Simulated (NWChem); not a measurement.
System: BNH$_{5}$ cation; SMILES B[NH3+]

Here is an NWChem input.

```
start job
memory heap 200 mb stack 900 mb global 1100 mb
charge 1
geometry units angstroms noautosym nocenter noautoz
  B     -0.001206    -0.927655    -0.014790
  N     -0.001924     0.623202    -0.012228
  H     -1.082640    -1.452702     0.005183
  H      1.084133    -1.445065     0.004062
  H      0.054862     0.938092     0.982478
  H     -0.866201     1.051741    -0.396356
  H      0.823807     1.043832    -0.481879
end
basis spherical
  * library def2-tzvp
end
dft
  xc pbe0
  iterations 150
end
tddft
  cis
  ecut -5.9
  nroots 6
  notriplet
end
task tddft energy
```

Excerpt of the output:

```
             Northwest Computational Chemistry Package (NWChem) 7.3.0
             --------------------------------------------------------

                             Geometry "geometry" -> ""
                             -------------------------

 Output coordinates in angstroms (scale by  1.889725989 to convert to a.u.)

  No.       Tag          Charge          X              Y              Z
 ---- ---------------- ---------- -------------- -------------- --------------
    1 B                    5.0000    -0.00120600    -0.92765500    -0.01479000
    2 N                    7.0000    -0.00192400     0.62320200    -0.01222800
    3 H                    1.0000    -1.08264000    -1.45270200     0.00518300
    4 H                    1.0000     1.08413300    -1.44506500     0.00406200
    5 H                    1.0000     0.05486200     0.93809200     0.98247800
    6 H                    1.0000    -0.86620100     1.05174100    -0.39635600
    7 H                    1.0000     0.82380700     1.04383200    -0.48187900

 Effective nuclear repulsion energy (a.u.)      36.1762776965

                                 NWChem DFT Module
                                 -----------------

 Summary of "ao basis" -> "ao basis" (spherical)
 ------------------------------------------------------------------------------
       Tag                 Description            Shells   Functions and Types
 ---------------- ------------------------------  ------  ---------------------
 B                         def2-tzvp                11       31   5s3p2d1f
 N                         def2-tzvp                11       31   5s3p2d1f
 H                         def2-tzvp                 4        6   3s1p

            General Information
            -------------------
          SCF calculation type: DFT
          Wavefunction type:  closed shell.
          No. of atoms     :     7
          No. of electrons :    16
           Alpha electrons :     8
            Beta electrons :     8
          Charge           :     1
          Spin multiplicity:     1
          Use of symmetry is: off; symmetry adaption is: off
          Maximum number of iterations: 150
          AO basis - number of functions:    92
                     number of shells:    42
          Convergence on energy requested:  1.00D-06
          Convergence on density requested:  1.00D-05
          Convergence on gradient requested:  5.00D-04

              XC Information
              --------------
                         PBE0 Method XC Functional
                     Hartree-Fock (Exact) Exchange  0.250
          PerdewBurkeErnzerhof Exchange Functional  0.750
            Perdew 1991 LDA Correlation Functional  1.000 local
           PerdewBurkeErnz. Correlation Functional  1.000 non-local

             Grid Information
             ----------------
          Grid used for XC integration:  medium
          Radial quadrature: Mura-Knowles
          Angular quadrature: Lebedev.
          Tag              B.-S. Rad. Rad. Pts. Rad. Cut. Ang. Pts.
          ---              ---------- --------- --------- ---------
          B                   0.85       49           8.0       434
          N                   0.65       49           8.0       434
          H                   0.35       45          10.0       434
          Grid pruning is: on
          Number of quadrature shells:   323
          Spatial weights used:  Erf1

      Superposition of Atomic Density Guess
      -------------------------------------

 Sum of atomic energies:         -81.34531067

 Renormalizing density from      17.00 to     16

      Non-variational initial energy
      ------------------------------

 Total energy =     -78.787672
 1-e energy   =    -168.944662
 2-e energy   =      53.980713
 HOMO         =      -0.711639
 LUMO         =      -0.356590

   convergence    iter        energy       DeltaE   RMS-Dens  Diis-err
 ---------------- ----- ----------------- --------- --------- ---------
 d= 0,ls=0.0,diis     1    -82.1416911074 -1.18D+02  7.90D-03  1.36D+00
 d= 0,ls=0.0,diis     2    -82.1078887128  3.38D-02  4.52D-03  1.46D+00
 d= 0,ls=0.0,diis     3    -82.2582130782 -1.50D-01  5.21D-04  1.72D-02
 d= 0,ls=0.0,diis     4    -82.2599550903 -1.74D-03  1.24D-04  4.01D-04
 d= 0,ls=0.0,diis     5    -82.2600086288 -5.35D-05  2.19D-05  9.59D-06
  Resetting Diis
 d= 0,ls=0.0,diis     6    -82.2600100528 -1.42D-06  2.25D-06  8.55D-08
 d= 0,ls=0.0,diis     7    -82.2600100639 -1.11D-08  4.67D-07  2.43D-09

         Total DFT energy =      -82.260010063865
      One electron energy =     -176.737564564424
           Coulomb energy =       70.734715993549
    Exchange-Corr. energy =      -12.433439189530
 Nuclear repulsion energy =       36.176277696540

 Numeric. integr. density =       16.000004152528

                       DFT Final Molecular Orbital Analysis
                       ------------------------------------

 Vector    6  Occ=2.000000D+00  E=-8.033649D-01
              MO Center=  9.8D-03,  4.4D-01,  1.4D-01, r^2= 1.2D+00
   Bfn.  Coefficient  Atom+Function         Bfn.  Coefficient  Atom+Function
  ----- ------------  ---------------      ----- ------------  ---------------
    39      0.298615  2 N  pz                42      0.256123  2 N  pz
    76      0.202260  5 H  s                 38      0.165535  2 N  py
     3     -0.161824  1 B  s                 75      0.159660  5 H  s
     4     -0.150410  1 B  s                 41      0.142891  2 N  py
    45      0.114471  2 N  pz                 2      0.092737  1 B  s

 Vector    7  Occ=2.000000D+00  E=-6.522896D-01
              MO Center=  7.8D-04, -9.6D-01, -1.6D-03, r^2= 1.8D+00
   Bfn.  Coefficient  Atom+Function         Bfn.  Coefficient  Atom+Function
  ----- ------------  ---------------      ----- ------------  ---------------
     4      0.257104  1 B  s                  7     -0.250698  1 B  py
    38      0.222006  2 N  py                41      0.194366  2 N  py
     3      0.183055  1 B  s                 64      0.153487  3 H  s
    70      0.153706  4 H  s                 10     -0.149366  1 B  py
    63      0.111773  3 H  s                 69      0.111902  4 H  s

 Vector    8  Occ=2.000000D+00  E=-5.908173D-01
              MO Center= -2.1D-03, -1.1D+00, -1.2D-02, r^2= 1.7D+00
   Bfn.  Coefficient  Atom+Function         Bfn.  Coefficient  Atom+Function
  ----- ------------  ---------------      ----- ------------  ---------------
     6      0.333055  1 B  px                 9      0.256559  1 B  px
    64     -0.211799  3 H  s                 70      0.211765  4 H  s
    63     -0.143385  3 H  s                 69      0.143316  4 H  s
    37     -0.077334  2 N  px                65     -0.074699  3 H  s
    71      0.074621  4 H  s                 40     -0.066385  2 N  px

 Vector    9  Occ=0.000000D+00  E=-2.865071D-01
              MO Center= -7.1D-04, -8.6D-01, -2.7D-02, r^2= 2.0D+00
   Bfn.  Coefficient  Atom+Function         Bfn.  Coefficient  Atom+Function
  ----- ------------  ---------------      ----- ------------  ---------------
    11      0.469534  1 B  pz                 8      0.409719  1 B  pz
    14      0.321360  1 B  pz                77     -0.197820  5 H  s
    76     -0.121953  5 H  s                 89      0.098844  7 H  s
    83      0.081938  6 H  s                 88      0.073121  7 H  s
    75     -0.061363  5 H  s                 82      0.061323  6 H  s

 Vector   10  Occ=0.000000D+00  E=-2.008198D-01
              MO Center=  1.4D-02,  8.7D-01,  1.1D-01, r^2= 4.3D+00
   Bfn.  Coefficient  Atom+Function         Bfn.  Coefficient  Atom+Function
  ----- ------------  ---------------      ----- ------------  ---------------
    36      1.584416  2 N  s                 77     -0.633574  5 H  s
     5     -0.576944  1 B  s                 89     -0.564826  7 H  s
    83     -0.558982  6 H  s                 13     -0.295902  1 B  py
    35      0.277871  2 N  s                 10     -0.246906  1 B  py
    34      0.226951  2 N  s                 76     -0.154080  5 H  s

[...]

                                NWChem TDDFT Module
                                -------------------

            General Information
            -------------------
           No. of orbitals :     184
            Alpha orbitals :      92
             Beta orbitals :      92
        Alpha frozen cores :       0
         Beta frozen cores :       0
     Alpha frozen virtuals :       0
      Beta frozen virtuals :       0
         Spin multiplicity :       1
    Number of AO functions :      92
        Use of symmetry is : off
      Symmetry adaption is : off
         Schwarz screening :  0.10D-07

              XC Information
              --------------
                  PBE0 Method XC Functional
              Hartree-Fock (Exact) Exchange   0.25
   PerdewBurkeErnzerhof Exchange Functional   0.75
     Perdew 1991 LDA Correlation Functional   1.00 local
    PerdewBurkeErnz. Correlation Functional   1.00 non-local

             TDDFT Information
             -----------------
          Calculation type : Tamm-Dancoff TDDFT
         Wavefunction type : Restricted singlets
          No. of electrons :      16
           Alpha electrons :       8
            Beta electrons :       8
              No. of roots :       6
          Max subspacesize :    5200
            Max iterations :     100
               Target root :       1
           Target symmetry : none
             Energy Cutoff :-0.59D+01
      Symmetry restriction : off
                 Algorithm : Optimal
        Davidson threshold :  0.10D-03

    6 smallest eigenvalue differences (eV)
--------------------------------------------------------
  No. Spin  Occ  Vir  Irrep   E(Occ)    E(Vir)   E(Diff)
--------------------------------------------------------
    1    1    2    9 a        -7.068    -0.287   184.530
    2    1    2   10 a        -7.068    -0.201   186.861
    3    1    2   11 a        -7.068    -0.135   188.654
    4    1    2   12 a        -7.068    -0.131   188.761
    5    1    2   13 a        -7.068    -0.081   190.130
    6    1    2   14 a        -7.068    -0.062   190.631
--------------------------------------------------------

  Entering Davidson iterations
  Restricted singlet excited states

  Iter   NTrls   NConv    DeltaV     DeltaE      Time
  ----  ------  ------  ---------  ---------  ---------
    1      6       0     0.96E-01   0.10+100       14.6
    2     12       0     0.40E-01   0.61E-02       11.7
    3     18       0     0.39E-02   0.72E-03       14.1
    4     24       3     0.94E-03   0.14E-04       11.7
    5     27       5     0.17E-03   0.61E-06        9.2
    6     28       6     0.22E-04   0.39E-08        6.8
  ----  ------  ------  ---------  ---------  ---------
  Convergence criterion met

  Ground state a         -82.260010063865 a.u.

  ----------------------------------------------------------------------------
  Root   1 singlet a              6.649974018 a.u.              180.9551 eV
  ----------------------------------------------------------------------------
     Transition Moments    X -0.00006   Y -0.00304   Z -0.13387
     Dipole Oscillator Strength                    0.0794879153
     Electric Quadrupole                           0.0000867826
     Magnetic Dipole                               0.0001402563
     Total Oscillator Strength                     0.0797149541

     Occ.    2  a   ---  Virt.    9  a        0.99285
     Occ.    2  a   ---  Virt.   18  a       -0.10230
  ----------------------------------------------------------------------------
  Root   2 singlet a              6.807564804 a.u.              185.2433 eV
  ----------------------------------------------------------------------------
     Transition Moments    X -0.00041   Y  0.03824   Z -0.00187
     Dipole Oscillator Strength                    0.0066523815
     Electric Quadrupole                           0.0000118523
     Magnetic Dipole                               0.0000000550
     Total Oscillator Strength                     0.0066642888

     Occ.    2  a   ---  Virt.   10  a        0.99020
     Occ.    2  a   ---  Virt.   14  a       -0.09543
     Occ.    2  a   ---  Virt.   19  a       -0.06403
     Occ.    2  a   ---  Virt.   22  a       -0.05402
  ----------------------------------------------------------------------------
  Root   3 singlet a              6.873035245 a.u.              187.0249 eV
  ----------------------------------------------------------------------------
     Transition Moments    X -0.00472   Y -0.02237   Z -0.00484
     Dipole Oscillator Strength                    0.0025030176
     Electric Quadrupole                           0.0000042585
     Magnetic Dipole                               0.0000003722
     Total Oscillator Strength                     0.0025076482

     Occ.    2  a   ---  Virt.   11  a       -0.98617
     Occ.    2  a   ---  Virt.   12  a        0.06930
     Occ.    2  a   ---  Virt.   14  a        0.11424
     Occ.    2  a   ---  Virt.   19  a        0.05696
  ----------------------------------------------------------------------------
  Root   4 singlet a              6.876976503 a.u.              187.1321 eV
  ----------------------------------------------------------------------------
     Transition Moments    X -0.03717   Y  0.00065   Z  0.00100
     Dipole Oscillator Strength                    0.0063398751
     Electric Quadrupole                           0.0000057816
     Magnetic Dipole                               0.0000121943
     Total Oscillator Strength                     0.0063578511

     Occ.    2  a   ---  Virt.   11  a        0.07050
     Occ.    2  a   ---  Virt.   12  a        0.98869
     Occ.    2  a   ---  Virt.   17  a        0.12395
  ----------------------------------------------------------------------------
  Root   5 singlet a              6.925696259 a.u.              188.4579 eV
  ----------------------------------------------------------------------------
     Transition Moments    X  0.00296   Y -0.06092   Z  0.00913
     Dipole Oscillator Strength                    0.0175621345
     Electric Quadrupole                           0.0000317870
     Magnetic Dipole                               0.0000009566
     Total Oscillator Strength                     0.0175948781

     Occ.    2  a   ---  Virt.   10  a        0.10063
     Occ.    2  a   ---  Virt.   11  a        0.09806
     Occ.    2  a   ---  Virt.   13  a        0.49553
     Occ.    2  a   ---  Virt.   14  a        0.80029
     Occ.    2  a   ---  Virt.   15  a       -0.07859
     Occ.    2  a   ---  Virt.   16  a        0.06815
     Occ.    2  a   ---  Virt.   18  a        0.06347
     Occ.    2  a   ---  Virt.   19  a        0.26338
     Occ.    2  a   ---  Virt.   22  a        0.07993
  ----------------------------------------------------------------------------
  Root   6 singlet a              6.927499280 a.u.              188.5069 eV
  ----------------------------------------------------------------------------
     Transition Moments    X  0.00320   Y -0.02765   Z  0.01105
     Dipole Oscillator Strength                    0.0041422826
     Electric Quadrupole                           0.0000067782
     Magnetic Dipole                               0.0000012243
     Total Oscillator Strength                     0.0041502851

     Occ.    2  a   ---  Virt.   11  a        0.09252
     Occ.    2  a   ---  Virt.   13  a       -0.81711
     Occ.    2  a   ---  Virt.   14  a        0.48370
     Occ.    2  a   ---  Virt.   15  a        0.07127
     Occ.    2  a   ---  Virt.   16  a       -0.26536
     Occ.    2  a   ---  Virt.   19  a        0.09471

              Target root =      1
          Target symmetry = none
      Ground state energy =    -82.260010063865
        Excitation energy =      6.649974018356
     Excited state energy =    -75.610036045509

  stored tddft:energy   -75.610036045509304
```

Level: PBE0/def2-TZVP, restricted-window TDA. All runs use the structure optimised with PBE-D3(BJ)/def2-SVP. The quadrupole and magnetic terms of the printed total strengths depend on the origin.
